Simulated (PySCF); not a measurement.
## Potential energy of MgI along the bond

Set-up: PySCF, scalar-relativistic core potentials, basis sets Mg cc-pVTZ, I cc-pVTZ-PP with ECP28. Energies in eV from Mg + I in their ground configurations at the same level. State: ²Σ⁺ (doublet), unpaired electrons σ ↑.

All columns are PBE0. A positive dipole means Mg(−)I(+).

```tsv
R (Å)	E (eV)	μ (D)	Mulliken charge on Mg (basis-dependent)	HOMO (eV)	LUMO (eV)	Mayer bond order	⟨S²⟩
2.233	-1.602	-1.60	0.11	-5.22	-2.39	1.38	0.75
2.336	-2.009	-2.05	0.18	-5.36	-2.53	1.30	0.75
2.440	-2.230	-2.52	0.24	-5.49	-2.68	1.22	0.75
2.518	-2.307	-2.88	0.28	-5.58	-2.80	1.16	0.75
2.596	-2.327	-3.25	0.31	-5.68	-2.92	1.10	0.75
2.674	-2.305	-3.62	0.34	-5.77	-3.04	1.06	0.75
2.778	-2.227	-4.11	0.38	-5.89	-3.20	1.00	0.75
2.908	-2.077	-4.71	0.41	-6.02	-3.40	0.94	0.75
3.063	-1.857	-5.37	0.44	-6.16	-3.62	0.88	0.75
3.271	-1.542	-6.11	0.45	-6.31	-3.88	0.81	0.76
```

A fit through these points gives, at Re = 2.590 Å, μ = -3.22 D and dμ/dR = -4.75 D/Å; the reduced mass is 20.17 u.

How strong is the fundamental in the double-harmonic approximation, I = 42.26·(dμ/dR)²/μred km/mol?

I = 42.26·(-4.75)²/20.17 = 47.3 km/mol at PBE0.

These are scalar-relativistic numbers at best; spin–orbit coupling would shift them, the dissociation energy most. The state was picked by a PBE0 search and need not be the measured ground state.
